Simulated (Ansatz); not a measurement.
## Molecular dynamics of C2H7NOSi2

The input (input.yaml):

```yaml
crystal:
  periodic: [false, false, false]
  atoms:
    - { symbol: C, position_ang: [-0.712939, 0.155326, 2.285705] }
    - { symbol: Si, position_ang: [0.512403, 0.087347, 0.855907] }
    - { symbol: "N", position_ang: [0.327529, -1.322843, -0.23696] }
    - { symbol: C, position_ang: [0.348414, -1.047719, -1.53721] }
    - { symbol: Si, position_ang: [0.112437, 0.813763, -1.875535] }
    - { symbol: O, position_ang: [0.255826, 1.351826, -0.260218] }
    - { symbol: H, position_ang: [-0.647987, -0.779304, 2.877146] }
    - { symbol: H, position_ang: [-1.742512, 0.273428, 1.889791] }
    - { symbol: H, position_ang: [-0.484564, 1.010098, 2.952091] }
    - { symbol: H, position_ang: [1.42172, -1.375005, 0.496364] }
    - { symbol: H, position_ang: [0.650887, -1.837146, -2.254454] }
    - { symbol: H, position_ang: [1.198861, 1.430198, -2.719053] }
    - { symbol: H, position_ang: [-1.219676, 1.205332, -2.458776] }
basis:
  gaussian: { orbitals: def2-SVP }
hamiltonian:
  xc: pbe
md:
  timestep: 0.5
  n_steps: 200
  ensemble: nve
  temperature: 100.0
  initial_velocities: maxwell_boltzmann
  seed: 6759
```

Command:

```bash
$ ansatz run input.yaml --threads 2 --pin off --max-ram 3072MiB --backend cpu --events-out ev --progress --plain --runs-dir out
```

It starts at the highest image of a converged band, a first-order saddle point between two minima.

Output, in part (one step line in 7, the closing report, with atoms numbered from 0):

```
md step     0: t =     0.00 fs  T =   100.0 K  F+E_penalty+E_count = -21455.70424235 eV  E_kin = 0.142186 eV  conserved = -21455.56205635 eV  (32 SCF iters)
md step     7: t =     3.50 fs  T =    66.1 K  F+E_penalty+E_count = -21455.65560499 eV  E_kin = 0.093923 eV  conserved = -21455.56168208 eV  (36 SCF iters)
md step    14: t =     7.00 fs  T =    37.0 K  F+E_penalty+E_count = -21455.61424967 eV  E_kin = 0.052624 eV  conserved = -21455.56162617 eV  (37 SCF iters)
md step    21: t =    10.50 fs  T =    50.0 K  F+E_penalty+E_count = -21455.63295163 eV  E_kin = 0.071056 eV  conserved = -21455.56189592 eV  (36 SCF iters)
md step    28: t =    14.00 fs  T =    64.3 K  F+E_penalty+E_count = -21455.65295339 eV  E_kin = 0.091367 eV  conserved = -21455.56158618 eV  (34 SCF iters)
md step    35: t =    17.50 fs  T =   128.7 K  F+E_penalty+E_count = -21455.74449232 eV  E_kin = 0.183033 eV  conserved = -21455.56145957 eV  (35 SCF iters)
md step    42: t =    21.00 fs  T =   354.7 K  F+E_penalty+E_count = -21456.06611129 eV  E_kin = 0.504388 eV  conserved = -21455.56172280 eV  (34 SCF iters)
md step    49: t =    24.50 fs  T =   706.6 K  F+E_penalty+E_count = -21456.56766818 eV  E_kin = 1.004724 eV  conserved = -21455.56294446 eV  (33 SCF iters)
md step    56: t =    28.00 fs  T =   705.5 K  F+E_penalty+E_count = -21456.56579490 eV  E_kin = 1.003162 eV  conserved = -21455.56263248 eV  (35 SCF iters)
md step    63: t =    31.50 fs  T =   633.9 K  F+E_penalty+E_count = -21456.46455645 eV  E_kin = 0.901289 eV  conserved = -21455.56326723 eV  (35 SCF iters)
md step    70: t =    35.00 fs  T =   473.4 K  F+E_penalty+E_count = -21456.23461301 eV  E_kin = 0.673124 eV  conserved = -21455.56148868 eV  (35 SCF iters)
md step    77: t =    38.50 fs  T =   406.3 K  F+E_penalty+E_count = -21456.13959719 eV  E_kin = 0.577749 eV  conserved = -21455.56184777 eV  (35 SCF iters)
md step    84: t =    42.00 fs  T =   483.8 K  F+E_penalty+E_count = -21456.25110110 eV  E_kin = 0.687908 eV  conserved = -21455.56319276 eV  (35 SCF iters)
md step    91: t =    45.50 fs  T =   483.9 K  F+E_penalty+E_count = -21456.25042839 eV  E_kin = 0.687983 eV  conserved = -21455.56244505 eV  (35 SCF iters)
md step    98: t =    49.00 fs  T =   511.6 K  F+E_penalty+E_count = -21456.28915181 eV  E_kin = 0.727478 eV  conserved = -21455.56167408 eV  (35 SCF iters)
md step   105: t =    52.50 fs  T =   705.9 K  F+E_penalty+E_count = -21456.56660410 eV  E_kin = 1.003684 eV  conserved = -21455.56291967 eV  (35 SCF iters)
md step   112: t =    56.00 fs  T =   609.7 K  F+E_penalty+E_count = -21456.42974838 eV  E_kin = 0.866839 eV  conserved = -21455.56290944 eV  (34 SCF iters)
md step   119: t =    59.50 fs  T =   359.8 K  F+E_penalty+E_count = -21456.07331250 eV  E_kin = 0.511622 eV  conserved = -21455.56169033 eV  (35 SCF iters)
md step   126: t =    63.00 fs  T =   435.8 K  F+E_penalty+E_count = -21456.18073712 eV  E_kin = 0.619619 eV  conserved = -21455.56111835 eV  (49 SCF iters)
md step   133: t =    66.50 fs  T =   781.6 K  F+E_penalty+E_count = -21456.67550305 eV  E_kin = 1.111377 eV  conserved = -21455.56412619 eV  (35 SCF iters)
md step   140: t =    70.00 fs  T =   698.4 K  F+E_penalty+E_count = -21456.55551213 eV  E_kin = 0.993016 eV  conserved = -21455.56249574 eV  (34 SCF iters)
md step   147: t =    73.50 fs  T =   503.9 K  F+E_penalty+E_count = -21456.27795517 eV  E_kin = 0.716467 eV  conserved = -21455.56148789 eV  (34 SCF iters)
md step   154: t =    77.00 fs  T =   476.8 K  F+E_penalty+E_count = -21456.24093348 eV  E_kin = 0.677962 eV  conserved = -21455.56297143 eV  (35 SCF iters)
md step   161: t =    80.50 fs  T =   532.8 K  F+E_penalty+E_count = -21456.31968622 eV  E_kin = 0.757570 eV  conserved = -21455.56211634 eV  (35 SCF iters)
md step   168: t =    84.00 fs  T =   671.5 K  F+E_penalty+E_count = -21456.51636786 eV  E_kin = 0.954844 eV  conserved = -21455.56152353 eV  (35 SCF iters)
md step   175: t =    87.50 fs  T =   787.8 K  F+E_penalty+E_count = -21456.68313592 eV  E_kin = 1.120192 eV  conserved = -21455.56294392 eV  (35 SCF iters)
md step   182: t =    91.00 fs  T =   753.3 K  F+E_penalty+E_count = -21456.63476448 eV  E_kin = 1.071059 eV  conserved = -21455.56370531 eV  (35 SCF iters)
md step   189: t =    94.50 fs  T =   406.1 K  F+E_penalty+E_count = -21456.13863278 eV  E_kin = 0.577462 eV  conserved = -21455.56117067 eV  (35 SCF iters)
md step   196: t =    98.00 fs  T =   357.3 K  F+E_penalty+E_count = -21456.06927495 eV  E_kin = 0.507969 eV  conserved = -21455.56130581 eV  (35 SCF iters)
md step   200: t =   100.00 fs  T =   544.7 K  F+E_penalty+E_count = -21456.33666852 eV  E_kin = 0.774446 eV  conserved = -21455.56222205 eV  (51 SCF iters)
Total energy: -21456.33670930 eV, -788.5058304392 hartree
Atom 0 at    -0.872169    -0.006590     1.973819 Å, force    -0.430172    -0.509535    -0.503070 eV/Å
Atom 1 at     0.722468     0.182868     0.917328 Å, force     0.204687     0.491420     0.329493 eV/Å
Atom 2 at     0.419540    -1.303843    -0.186324 Å, force     1.617542     0.654392     1.629435 eV/Å
Atom 3 at     0.145483    -1.057274    -1.461944 Å, force    -1.628716    -1.368917     0.578604 eV/Å
Atom 4 at     0.110344     0.829139    -1.821028 Å, force     0.613807    -0.390254    -0.805273 eV/Å
Atom 5 at     0.194143     1.384781    -0.260224 Å, force     0.152341    -0.436074     0.129351 eV/Å
Atom 6 at    -0.678156    -0.803378     2.713105 Å, force    -0.205177    -0.129031     0.236382 eV/Å
Atom 7 at    -1.815078    -0.235240     1.387490 Å, force     0.660128     0.031447     0.239472 eV/Å
Atom 8 at    -1.056587     0.931068     2.510934 Å, force     0.083202     0.347815     0.286686 eV/Å
Atom 9 at     0.833446    -2.228993     0.208358 Å, force    -1.357468     1.051554    -1.014442 eV/Å
Atom 10 at    -0.355367    -1.986521    -1.811647 Å, force     0.642669     0.215101    -1.465915 eV/Å
Atom 11 at     1.393873     0.947268    -2.636549 Å, force    -0.064867     0.238776     0.217817 eV/Å
Atom 12 at    -0.924048     1.469683    -2.702617 Å, force    -0.287975    -0.196693     0.141459 eV/Å
Dipole moment:    -0.236696    -0.684155    -0.199356 e Å
```

The run went to its last step. The conserved energy stayed within 0.19 meV per atom of its start (net change -0.013 meV per atom), so the integration is sound. The kinetic energy rose, since the run started high on the potential surface and went downhill. A run of 0.1 ps of so small a system gives no equilibrium averages. The orbitals stay closed-shell, which can raise the energy where a bond breaks towards radicals; this wasn't checked here.

Between its relaxed ends the band would form N3–H10 and break Si2–H10. These pairs go: N3–H10 1.32 → 1.09 Å, Si2–H10 1.76 → 2.52 Å. In the last frame they stand as after the step (other bonds may differ from the relaxed reactants and products). It ends as one piece, C2H7NOSi2. Pairs count as bonded within 1.25 times the sum of covalent radii (0.12 Å more for H–H).

Last frame:

```xyz
13
Properties=species:S:1:pos:R:3
C -0.872 -0.007 1.974
Si 0.723 0.183 0.917
N 0.419 -1.304 -0.186
C 0.145 -1.057 -1.462
Si 0.110 0.829 -1.821
O 0.194 1.385 -0.260
H -0.678 -0.803 2.713
H -1.815 -0.235 1.387
H -1.057 0.931 2.511
H 0.833 -2.229 0.208
H -0.355 -1.986 -1.812
H 1.394 0.947 -2.636
H -0.924 1.470 -2.703
```

Run time: 6.8 min on 2 threads of Intel(R) Xeon(R) Platinum 8488C (Sapphire Rapids), on a shared host, peak memory 0.19 GiB.
